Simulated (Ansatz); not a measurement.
Reaction (redistribution): `F[SiH](F)C[O][AlH2]` + `BBr` → `[AlH2][Br]` + `BOC[SiH](F)F`

Computed with Ansatz on PBE0-D4/def2-TZVP structures; ΔE is electronic, products minus reactants. CCSD(T)/CBS is the MP2 limit (def2-TZVPP, def2-QZVPP) plus CCSD(T) − MP2 in def2-TZVPP, frozen cores. Functionals use def2-TZVPP. B3LYP here is the variant with VWN-RPA as its local correlation; programs differ in this. For Br outer-core shells are correlated without core-valence functions, which leaves a few kJ/mol of doubt a bond. Scalar relativity is left out up to krypton. One conformer a species, not always the lowest.

(1) Is it downhill or uphill in electronic energy at CCSD(T)/CBS, and by how much? (An estimate is asked.)

(2) What do these levels give: PBE-D4, PBE0-D4, B3LYP-D4, ωB97X-V, PBE, r2SCAN, MP2/def2-TZVPP, SCS-MP2/def2-TZVPP, CCSD/def2-TZVPP, CCSD(T)/def2-TZVPP, HF/def2-QZVPP, MP2/def2-QZVPP? (Estimate.)

Largest T1 diagnostic among the species: 0.013.

## Answers

(1) Ansatz gave: Downhill: ΔE = -88.3 kJ/mol.

(2) The calculation gave: PBE-D4 -88.2, PBE0-D4 -91.8, B3LYP-D4 -87.9, ωB97X-V -89.9, PBE -89.2, r2SCAN -89.8, MP2/def2-TZVPP -85.2, SCS-MP2/def2-TZVPP -85.3, CCSD/def2-TZVPP -87.7, CCSD(T)/def2-TZVPP -86.8, HF/def2-QZVPP -97.1, MP2/def2-QZVPP -85.9 kJ/mol.

In def2-TZVPP, CCSD(T) changes the Hartree–Fock value by +10.6 kJ/mol (the triples alone add +0.9 kJ/mol) and MP2 by +12.2 kJ/mol. From PBE to PBE0 (25 % exact exchange), in def2-TZVPP and without D4, ΔE moves by −3.5 kJ/mol.
